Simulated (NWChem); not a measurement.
System meant: GeHI, singlet; SMILES [GeH][I]

The following NWChem deck was run.

```
start job
memory heap 200 mb stack 900 mb global 1100 mb
geometry units angstroms noautoz
  Ge     0.009320    -1.574646     0.000000
  H     -1.587125    -1.658784     0.000000
  I      0.003659     0.975864     0.000000
end
basis spherical
  * library def2-svp
end
ecp
  I library def2-ecp
end
dft
  xc b3lyp
  iterations 4
  mulliken
end
task dft energy
```

End of the output:

```
    Atom       Charge   Shell Charges
 -----------   ------   -------------------------------------------------------
    1 Ge  32    31.89   2.00  2.00  1.97  1.16  0.61  5.99  5.80  1.08  1.12  7.79  2.05  0.34
    2 H    1     1.10   0.63  0.44  0.03
    3 I   25    25.01   1.25  0.73  1.07  0.80  2.77  3.19  2.50  2.66  9.48  0.55

 center of mass
 --------------
 x =   0.01947239 y =   0.06128645 z =   0.00000000

 moments of inertia (a.u.)
 ------------------
        1095.462239091933          -0.000000000000           0.000000000000
          -0.000000000000           9.042671713223           0.000000000000
           0.000000000000           0.000000000000        1104.504910805156

     Multipole analysis of the density
     ---------------------------------

     L   x y z        total         alpha         beta         nuclear
     -   - - -        -----         -----         ----         -------
     0   0 0 0     -0.000000    -29.000000    -29.000000     58.000000

     1   1 0 0     -0.001486      0.259580      0.259580     -0.520645
     1   0 1 0     -0.538186     25.651337     25.651337    -51.840859
     1   0 0 1      0.000000      0.000000      0.000000      0.000000

     2   2 0 0    -35.397009    -22.127008    -22.127008      8.857008
     2   1 1 0      0.313342     -2.000866     -2.000866      4.315075
     2   1 0 1     -0.000000     -0.000000     -0.000000      0.000000
     2   0 2 0    -31.751230   -204.633509   -204.633509    377.515787
     2   0 1 1      0.000000      0.000000      0.000000      0.000000
     2   0 0 2    -31.808986    -15.904493    -15.904493      0.000000

 ------------------------------------------------------------------------
 dft energy failed                                                                                  0
 ------------------------------------------------------------------------
 ------------------------------------------------------------------------
  current input line :
    19: task dft energy
 ------------------------------------------------------------------------
 ------------------------------------------------------------------------
 This type of error is most commonly associated with calculations not reaching convergence criteria
 ------------------------------------------------------------------------
 For more information see the NWChem manual at https://nwchemgit.github.io

0:dft energy failed:Received an Error in Communication
```

Task: Find the fault in this run and fix the input.

Result: The run did not converge; its last values are not results. Cause: the SCF was allowed too few iterations. This input runs:
```
start job
memory heap 200 mb stack 900 mb global 1100 mb
geometry units angstroms noautoz
  Ge     0.009320    -1.574646     0.000000
  H     -1.587125    -1.658784     0.000000
  I      0.003659     0.975864     0.000000
end
basis spherical
  Ge library def2-svp
  H library def2-svp
  I library def2-svp
end
ecp
  I library def2-ecp
end
dft
  xc b3lyp
  iterations 150
  mulliken
end
task dft energy
```
It converges to -2375.19635 Ha (B3LYP/def2-SVP with def2 effective core potentials on I).
